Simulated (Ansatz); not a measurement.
Reaction (redistribution): `BN[SiH2]OC` + `CC(=O)O[SiH3]` → `CO[SiH2]OC(C)=O` + `BN[SiH3]`

Program: Ansatz. Geometries: PBE0-D4/def2-TZVP. ΔE: electronic, gas phase. CBS: MP2 limit from def2 TZ/QZ plus the TZ coupled-cluster correction, frozen cores. Functionals use def2-TZVPP. B3LYP here is the variant with VWN-RPA as its local correlation; programs differ in this. One conformer a species, not always the lowest.

`BN[SiH2]OC`:

Z-matrix (Å, degrees):
```
Si
N 1 1.730
O 1 1.639 2 108.1
H 1 1.490 2 110.4 3 -117.9
H 1 1.482 2 107.5 3 121.4
B 2 1.400 1 126.2 3 -110.3
H 2 1.011 1 116.8 3 68.3
C 3 1.408 1 123.4 2 -167.8
H 6 1.198 2 119.7 1 179.5
H 6 1.198 2 118.9 1 -0.8
H 8 1.097 3 111.7 1 48.3
H 8 1.095 3 111.3 1 -73.3
H 8 1.091 3 108.3 1 167.6
```

`CC(=O)O[SiH3]`:

Z-matrix (Å, degrees):
```
C
C 1 1.494
H 1 1.092 2 109.5
H 1 1.092 2 109.6 3 -117.3
H 1 1.087 2 110.0 3 121.3
O 2 1.204 1 125.6 3 -120.8
O 2 1.342 1 113.0 3 59.2
Si 7 1.694 2 116.2 1 -180.0
H 8 1.481 7 102.6 2 -179.9
H 8 1.479 7 110.7 2 62.3
H 8 1.479 7 110.7 2 -62.2
```

`CO[SiH2]OC(C)=O`:

Z-matrix (Å, degrees):
```
C
O 1 1.410
H 1 1.097 2 111.6
H 1 1.091 2 108.3 3 -119.4
H 1 1.094 2 110.9 3 121.3
Si 2 1.628 1 123.9 3 -45.2
O 6 1.695 2 105.5 1 -65.7
H 6 1.481 2 110.5 1 50.8
H 6 1.472 2 106.5 1 176.5
C 7 1.338 6 115.8 2 -178.1
C 10 1.494 7 113.3 6 -179.2
O 10 1.206 7 121.3 6 0.9
H 11 1.092 10 109.6 7 -58.1
H 11 1.092 10 109.6 7 59.3
H 11 1.087 10 110.0 7 -179.5
```

`BN[SiH3]`:

```xyz
9

B     0.934   -0.495    1.145
N     0.545   -0.310   -0.185
Si   -0.902    0.487   -0.748
H     0.229   -0.077    2.019
H     1.960   -1.063    1.389
H     1.167   -0.677   -0.893
H    -0.552    1.647   -1.609
H    -1.656    0.937    0.443
H    -1.725   -0.448   -1.560
```

(1) Is it downhill or uphill in electronic energy at CCSD(T)/CBS, and by how much? (An estimate is asked.)

(2) What do these levels give: PBE-D4, r2SCAN-D4, B3LYP-D4, ωB97X-V, r2SCAN, B3LYP, HF/def2-TZVPP, CCSD/def2-TZVPP, CCSD(T)/def2-TZVPP, HF/def2-QZVPP, SCS-MP2/def2-QZVPP, CCSD/CBS(def2)? (Best estimate.)

Largest T1 diagnostic among the species: 0.014.

Results:

(1) Ansatz gave: Downhill: ΔE = -3.2 kJ/mol.

(2) Computed: PBE-D4 -2.9, r2SCAN-D4 -3.1, B3LYP-D4 -2.9, ωB97X-V -3.4, r2SCAN -2.9, B3LYP -2.5, HF/def2-TZVPP -2.9, CCSD/def2-TZVPP -3.5, CCSD(T)/def2-TZVPP -3.5, HF/def2-QZVPP -2.8, SCS-MP2/def2-QZVPP -2.6, CCSD/CBS(def2) -3.2 kJ/mol.
